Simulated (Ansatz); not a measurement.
Species: TaH (charge 0, triplet). The spin state was set by rule; other spins were not relaxed. SMILES: [TaH]
Structure (B3LYP-D3(BJ)/def2-TZVP (Ansatz, a program for electronic structure) minimum search):
```
Ta
H 1 1.7464
```
Charge 0, spin multiplicity 3.

Property: vertical ionisation energy (to the quartet state of charge +1; each state is the SCF solution reached for its spin; the UHF <S^2> is 2.53 for the triplet (pure: 2.00); for the triplet T1 is 0.132), in eV. Correlated levels leave the core frozen unless marked. Open shells are spin-unrestricted. No spin-orbit coupling. Frozen are the shells of the preceding noble gas and the d and f shells that filled before the atom's block. Past Kr the def2 sets carry scalar-relativistic core potentials. CBS marks a two-point X^-3 extrapolation of the correlation energy; Hartree-Fock from the larger set.

```
level                                 program  vertical ionisation energy (eV)
------------------------------------  -------  -------------------------------
B3LYP/def2-TZVPD                       Ansatz                              [?]
PBE0/def2-TZVPD                        Ansatz                              [?]
BHLYP/def2-TZVPD                       Ansatz                             6.84
wB97X-V/def2-TZVPD                     Ansatz                             6.96
CCSD/def2-TZVPPD                       Ansatz                              [?]
CCSD(T)/CBS(def2-TZVPPD,def2-QZVPPD)   Ansatz                             6.98
```

Q: What belongs in the gaps?

A: 
- B3LYP/def2-TZVPD, vertical ionisation energy (eV): 7.12
- PBE0/def2-TZVPD, vertical ionisation energy (eV): 6.88
- CCSD/def2-TZVPPD, vertical ionisation energy (eV): 6.81
